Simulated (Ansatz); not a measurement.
Isolated molecules relaxed with PBE0-D4/def2-TZVP in Ansatz; ΔE leaves out vibrations. CBS: MP2 limit from def2 TZ/QZ plus the TZ coupled-cluster correction, frozen cores. This one scheme is used for every species. DFT in def2-TZVPP. Elements past krypton have def2 core potentials. For Sn outer-core shells are correlated without core-valence functions, which leaves a few kJ/mol of doubt a bond. Each species was taken in one conformer, which may not be the lowest.

`C[CH](C)[Sn][F]` + H–F → `[F][Sn][F]` + `CCC`  (ligand exchange at the Sn–C bond)

| level | ΔE (kJ/mol) | difference from CCSD(T)/CBS |
| --- | --- | --- |
| PBE-D4 | -158.3 | -7.2 |
| CAM-B3LYP-D4 | -171.2 | -20.1 |
| ωB97M-V | -161.6 | -10.5 |
| r2SCANh | -166.4 | -15.3 |
| BHLYP | -176.8 | -25.7 |
| LC-ωPBE | -171.0 | -19.9 |
| MP2/def2-SVP | -157.1 | -6.0 |
| MP2/def2-QZVPP | -147.6 | 3.5 |
| MP2/CBS(def2) | -148.4 | 2.7 |
| CCSD/CBS(def2) | -154.6 | -3.5 |
| CCSD(T)/CBS | -151.1 | 0 |

Largest T1 diagnostic among the species: 0.017.

From PBE to PBE0 (25 % exact exchange), in def2-TZVPP and without D4, ΔE moves by +6.1 kJ/mol. The D4 term adds +15.6 kJ/mol with B3LYP and +8.4 kJ/mol with PBE0; it sums over pairs of atoms, weighted by their polarisabilities, and B3LYP, whose exchange is more repulsive, gets the larger term. At CCSD(T), def2-SVP lies −4.8 kJ/mol from the extrapolated value and def2-TZVPP +5.2 kJ/mol.

B3LYP here is the variant with VWN-RPA as its local correlation; programs differ in this.
